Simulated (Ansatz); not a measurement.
`[SH][Au-][n+]1ccccc1`. Charge 0, multiplicity 1. Au takes the def2 core potential. Geometry: relaxed with PBE0-D4/def2-TZVP. It is one conformer, not always the lowest.

```xyz
14

S     0.229   -2.887    3.822
Au    0.121   -1.530    2.032
N     0.031   -0.227    0.413
C     0.189    1.090    0.589
C     0.138    1.988   -0.459
C    -0.085    1.513   -1.741
C    -0.249    0.150   -1.923
C    -0.185   -0.685   -0.825
H     0.040   -4.041    3.158
H     0.362    1.418    1.606
H     0.273    3.044   -0.263
H    -0.130    2.193   -2.583
H    -0.426   -0.272   -2.904
H    -0.308   -1.756   -0.922
```

(1) What is the dipole moment at B3LYP/def2-TZVPP? (Estimate.)

(2) And with PBE, r2SCAN, ωB97M-V? (Estimate.)

(3) Give the Mulliken charges with B3LYP, PBE, ωB97M-V in def2-TZVPP. (Best estimate.)

Answers

(1) Ansatz gave: 9.05 D, with components (-0.49, 5.14, -7.43) D in this frame, pointing from negative to positive charge.

(2) Computed: PBE 8.27 D, r2SCAN 8.68 D, ωB97M-V 9.69 D.

(3) Computed: 
| atom | B3LYP | PBE | ωB97M-V |
| --- | --- | --- | --- |
| S1 | -0.36 | -0.33 | -0.40 |
| Au2 | 0.05 | 0.00 | 0.08 |
| N3 | -0.24 | -0.16 | -0.30 |
| C4 | 0.04 | 0.02 | 0.08 |
| C5 | -0.12 | -0.09 | -0.12 |
| C6 | -0.10 | -0.11 | -0.08 |
| C7 | -0.12 | -0.09 | -0.12 |
| C8 | 0.05 | 0.03 | 0.08 |
| H9 | 0.08 | 0.09 | 0.09 |
| H10 | 0.15 | 0.13 | 0.14 |
| H11 | 0.14 | 0.13 | 0.13 |
| H12 | 0.15 | 0.13 | 0.14 |
| H13 | 0.14 | 0.13 | 0.13 |
| H14 | 0.15 | 0.13 | 0.14 |

B3LYP here is the variant with VWN-RPA as its local correlation; programs differ in this.
